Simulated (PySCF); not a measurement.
C3H3NSi.
Cartesian coordinates in Å at the PBE0-D3(BJ)/def2-SVP level; atoms count from 1:
```xyz
8
C3H3NSi angstrom
C      2.323    0.428   -0.307
C      1.191    0.062   -0.058
Si    -0.511   -0.473    0.315
C     -1.672    0.874   -0.227
N     -2.400    1.712   -0.563
H      3.327    0.749   -0.526
H     -0.705   -0.665    1.776
H     -0.868   -1.699   -0.443
```

The closed-shell ground state was solved at several levels (PySCF, density fitting, gas phase, non-relativistic).

| level | basis functions | total energy (Eh) | HOMO (eV) | LUMO (eV) | gap (eV) | dipole (D) |
| --- | --- | --- | --- | --- | --- | --- |
| mPW1PW91/pcSseg-2 | 229 | -460.3279 | -8.90 | -1.11 | 7.79 | 3.81 |
| CAM-B3LYP/def2-SVPD | 128 | -459.9915 | -10.23 | 0.09 | 10.32 | 3.86 |

Task: What might PBE0/pcSseg-1 (107 basis functions) give for the same quantities?

Result: Total energy -459.9292 Eh, HOMO -8.86 eV, LUMO -1.00 eV, gap 7.86 eV, dipole 3.79 D.

Task: Over all these levels, which gives the widest orbital gap and which the narrowest?

Result: CAM-B3LYP/def2-SVPD (range-separated hybrid) has the widest, 10.32 eV, and mPW1PW91/pcSseg-2 (global hybrid, 25 % exact exchange) the narrowest, 7.79 eV. Functional and basis both differ between the two, so the spread mixes both effects.

Task: How far do the dipole and the HOMO energy spread over the levels?

Result: The dipole runs from 3.79 to 3.86 D (mean 3.82 D) and the HOMO from -10.23 to -8.86 eV.
